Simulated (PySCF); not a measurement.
How methods differ on the excitation energy of Al⁺

Al⁺ [Ne] 3s2 (1S) → Al⁺ [Ne] 3s1 4s1 (3S), as a difference of total energies. All numbers are calculated (PySCF 2.14, scalar relativity by spin-free X2C-1e, in aug-cc-pVDZ-DK (5s4p2d, 27 functions)). Correlated levels: valence: [Ne] frozen. The calculations carry no spin-orbit coupling.

Problem. Order these methods by the excitation energy they give, lowest first.
A. MP2 (valence)
B. CCSD (valence)
C. UHF
D. SCS-MP2 (valence)

Solution. C (10.368 eV), A (10.971 eV), D (11.162 eV), B (11.248 eV).

Errors of the correlated levels include the incompleteness of this basis and the frozen core.

With two correlated electrons CCSD is exact in that space.

For comparison: 11.317 eV (measured; NIST levels).
